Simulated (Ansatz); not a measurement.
Computed with Ansatz on PBE0-D4/def2-TZVP structures; ΔE is electronic, products minus reactants. CCSD(T)/CBS adds triple-zeta CCSD(T) − MP2 to the extrapolated MP2 energy (def2 sets, frozen cores). DFT in def2-TZVPP. B3LYP here is the variant with VWN-RPA as its local correlation; programs differ in this. Each species was taken in one conformer, which may not be the lowest.

Reaction (formal exchange of groups at the Si–N bond): `CN([SiH2]F)[SiH2]Cl` + `BCB` → `BCB[SiH2]F` + `CN[SiH2]Cl`

`CN([SiH2]F)[SiH2]Cl`:

Z-matrix (Å, degrees):
```
C
N 1 1.468
H 1 1.094 2 111.6
H 1 1.093 2 110.9 3 -121.1
H 1 1.093 2 110.5 3 120.0
Si 2 1.711 1 118.9 3 -106.4
Si 2 1.717 1 117.2 3 71.8
F 6 1.601 2 111.9 1 77.7
H 6 1.477 2 108.8 1 -163.8
H 6 1.480 2 109.3 1 -38.7
Cl 7 2.061 2 110.8 1 68.1
H 7 1.477 2 108.7 1 -172.7
H 7 1.481 2 110.7 1 -48.5
```

`BCB`:

```xyz
9

B    -0.020   -0.251   -1.267
C    -0.578   -0.176    0.178
B     0.547    0.313    1.126
H     0.385    0.742   -1.799
H     0.031   -1.288   -1.862
H    -1.108   -1.066    0.514
H    -1.244    0.705    0.130
H     0.942   -0.368    2.028
H     1.045    1.388    0.952
```

`BCB[SiH2]F`:

Cartesian coordinates in Å:
```
B 0.640 1.139 -1.709
C 0.903 0.033 -0.658
B -0.470 -0.510 -0.164
Si -0.839 -0.572 1.808
F -2.285 -1.162 2.185
H 0.917 2.281 -1.488
H 0.118 0.854 -2.747
H 1.621 0.279 0.125
H 1.238 -0.842 -1.248
H -1.266 -0.882 -0.979
H 0.179 -1.419 2.493
H -0.754 0.801 2.383
```

`CN[SiH2]Cl`:

```xyz
10

C     0.186    1.340   -0.404
N     0.455   -0.082   -0.499
Si   -0.127   -1.229    0.608
Cl   -2.178   -1.533    0.547
H    -0.735    1.638   -0.917
H     1.015    1.920   -0.817
H     0.085    1.621    0.646
H     0.651   -0.394   -1.437
H     0.500   -2.531    0.293
H     0.148   -0.751    1.981
```

```tsv
level	ΔE (kJ/mol)	difference from CCSD(T)/CBS
PBE-D4	74.9	-20.1
ωB97X-V	90.4	-4.6
ωB97M-V	96.0	1.0
B3LYP	82.5	-12.5
HF/def2-TZVPP	97.3	2.3
MP2/def2-TZVPP	104.4	9.4
CCSD/def2-TZVPP	94.9	-0.1
CCSD(T)/def2-TZVPP	95.5	0.5
HF/def2-QZVPP	98.5	3.5
CCSD/CBS(def2)	94.5	-0.5
CCSD(T)/CBS	95.0	0
```

Largest T1 diagnostic among the species: 0.013.

The D4 term adds +8.1 kJ/mol with B3LYP and +4.4 kJ/mol with PBE0; it sums over pairs of atoms, weighted by their polarisabilities, and B3LYP, whose exchange is more repulsive, gets the larger term. From PBE to PBE0 (25 % exact exchange), in def2-TZVPP and without D4, ΔE moves by +7.4 kJ/mol.
